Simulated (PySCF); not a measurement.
**Indirect couplings**

Molfile (atoms numbered from 1):
```
C7H5O2
     RDKit          3D

 14 14  0  0  0  0  0  0  0  0999 V2000
    2.8677   -1.2083   -0.4994 O   0  0  0  0  0  0  0  0  0  0  0  0
    2.3837   -0.1030   -0.1908 C   0  0  0  0  0  0  0  0  0  0  0  0
    2.9439    0.9878    0.0259 O   0  0  0  0  0  0  0  0  0  0  0  0
    0.8369   -0.0837   -0.0567 C   0  0  0  0  0  0  0  0  0  0  0  0
    0.1604    1.0903    0.2849 C   0  0  0  0  0  0  0  0  0  0  0  0
   -1.2294    1.1067    0.4027 C   0  0  0  0  0  0  0  0  0  0  0  0
   -1.9638   -0.0603    0.1781 C   0  0  0  0  0  0  0  0  0  0  0  0
   -1.2965   -1.2394   -0.1633 C   0  0  0  0  0  0  0  0  0  0  0  0
    0.0933   -1.2455   -0.2784 C   0  0  0  0  0  0  0  0  0  0  0  0
    0.7816    1.9755    0.4493 H   0  0  0  0  0  0  0  0  0  0  0  0
   -1.7499    2.0326    0.6710 H   0  0  0  0  0  0  0  0  0  0  0  0
   -3.0547   -0.0513    0.2691 H   0  0  0  0  0  0  0  0  0  0  0  0
   -1.8690   -2.1565   -0.3400 H   0  0  0  0  0  0  0  0  0  0  0  0
    0.6650   -2.1396   -0.5429 H   0  0  0  0  0  0  0  0  0  0  0  0
  1  2  2  0
  2  3  1  0
  2  4  1  0
  4  5  2  0
  5  6  1  0
  6  7  2  0
  7  8  1  0
  8  9  2  0
  9  4  1  0
  5 10  1  0
  6 11  1  0
  7 12  1  0
  8 13  1  0
  9 14  1  0
M  CHG  1   3  -1
M  END
```

Indirect spin–spin couplings were computed at B3LYP/pcJ-1 (without the spin–dipole term) (PySCF) on a PBE0-D3(BJ)/def2-SVP structure, for the isolated molecule, without vibrational or relativistic corrections. Couplings are averaged over pairs made equivalent by symmetry, fast rotation or ring inversion, so a value needn't be that of the named pair in this geometry, while other rotamers aren't included; one pair stands for each set, and the list holds those of at least 1.5 Hz over up to four bonds, among pairs with at least one H atom (others weren't computed).

Isotopes: ¹³C, ¹H.

| pair | bonds | J (Hz) |
| --- | --- | --- |
| C5, H10 | 1 | 170.2 |
| C6, H11 | 1 | 156.9 |
| C7, H12 | 1 | 157.3 |
| C5, H11 | 2 | ? |
| C6, H10 | 2 | 4.5 |
| C6, H12 | 2 | 1.8 |
| C7, H11 | 2 | 2.4 |
| C2, H10 | 3 | 3.3 |
| C4, H11 | 3 | ? |
| C5, H12 | 3 | ? |
| C5, H14 | 3 | 6.5 |
| C6, H13 | 3 | 7.9 |
| C7, H10 | 3 | ? |
| H10, H11 | 3 | ? |
| H11, H12 | 3 | 7.7 |

Q: Estimate the withheld couplings, with signs.

A: 
- ²J(C5,H11) = 1.8 Hz (angle at C6 120°)
- ³J(C4,H11) = 6.1 Hz (dihedral angle 180°)
- ³J(C5,H12) = 7.4 Hz (dihedral angle 180°)
- ³J(C7,H10) = 8.9 Hz (dihedral angle 180°)
- ³J(H10,H11) = 8.3 Hz (dihedral angle 0°)
